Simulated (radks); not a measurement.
The numbers below are computed, except where a source is named.
Charge is removed step by step from the 1s1/2 level of Cl, starting from [Ne] 3s2 3p5. Code: a radial shooting solver on a logarithmic mesh with Libxc functionals. Model: Dirac Kohn-Sham, PBE, spin-unpolarised, spherical densities, finite nucleus; open shells are shared between the two j in proportion to 2j + 1; Fermi nuclear charge, rms radius 3.3654 fm.

removed (e)  E - E(0) (eV)  eigenvalue (eV)  E minus straight line (eV)
0                    0.000          -2751.0                       0.000
0.25                693.70          -2798.7                     -17.902
0.5                 1399.3          -2846.4                     -23.874
0.75                2116.9          -2894.2                     -17.898
1                   2846.4          -2941.8                       0.000

Removing the whole electron costs 2846.4 eV by Delta-SCF, against 2751.0 eV from minus the eigenvalue at the starting occupation. Slater's transition state (half an electron removed) gives 2846.4 eV. Integrating minus the eigenvalue over the occupation (Janak's theorem) gives 2846.4 eV. The mean slope of the eigenvalue, de/dn, is 191 eV per electron.
